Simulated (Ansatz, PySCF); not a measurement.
Gas-phase reaction in SMILES: [SiH3]Cl → [SiH3] (SiH3) + Cl atom (the Cl-Si bond at the site shown breaks; other sites are not compared here)
Geometries: B3LYP-D3(BJ)/def2-TZVP minima from Ansatz (a program for electronic structure).
Geometry of the first species:
```
Si
H 1 1.4758
H 1 1.4758 2 110.45
H 1 1.4758 2 110.45 3 122.47
Cl 1 2.0663 2 108.48 4 118.76
```

Property: bond dissociation energy (electronic energy difference), in kcal/mol. Correlated levels leave the core frozen unless marked. Open shells are spin-unrestricted. No spin-orbit coupling. No relativistic terms. CBS(X,Y): correlation extrapolated as X^-3; Hartree-Fock from the larger set.

```
level                                        program  bond dissociation energy (kcal/mol)
------------------------------------  --------------  -----------------------------------
TPSS/def2-TZVPD                                PySCF                                107.5
TPSS-D3(BJ)/def2-TZVPD                 PySCF + dftd3                                108.8
B3LYP/def2-TZVPD                              Ansatz                                  ___
PBE0/def2-SVP                                 Ansatz                                105.7
BHLYP/def2-TZVPD                              Ansatz                                104.6
HSE06-D3(BJ)/def2-TZVPD               Ansatz + dftd3                                  ___
SCS-MP2/def2-SVPD                             Ansatz                                103.4
CCSD/def2-QZVPPD                              Ansatz                                  ___
CCSD(T)/CBS(def2-TZVPPD,def2-QZVPPD)          Ansatz                                112.2
```

### Question
Complete the blanks.

### Answer

- B3LYP/def2-TZVPD, bond dissociation energy (kcal/mol): 105.5
- HSE06-D3(BJ)/def2-TZVPD, bond dissociation energy (kcal/mol): 109.2
- CCSD/def2-QZVPPD, bond dissociation energy (kcal/mol): 107.9
